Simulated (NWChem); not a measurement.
A series in which one site is exchanged, each optimised at PBE0/def2-SVP with NWChem, gas phase unless a solvent is named. All stand in one matching conformer (torsions within 35°), which need not be the lowest. This build's default masses of Se (78.918 u) and Br (79.917 u) are each other's, which moves their modes by up to 0.6 %. For some, no frequency run checked for a minimum. def2 effective core potentials on Te; no spin-orbit coupling.

A: [SiH3]O[Se]O (SiH₄SeO₂; site = Se)
B: [OH][Be][O][SiH3] (BeSiH₄O₂; site = Be)
C: O[Te]O[SiH3] (SiH4TeO2; site = Te)

**Question.** Rank them by vertical ionisation energy, ΔSCF, CAM-B3LYP/def2-SVP (eV), lowest first.

**Answer.** C (8.60), A (9.01), B (10.90)
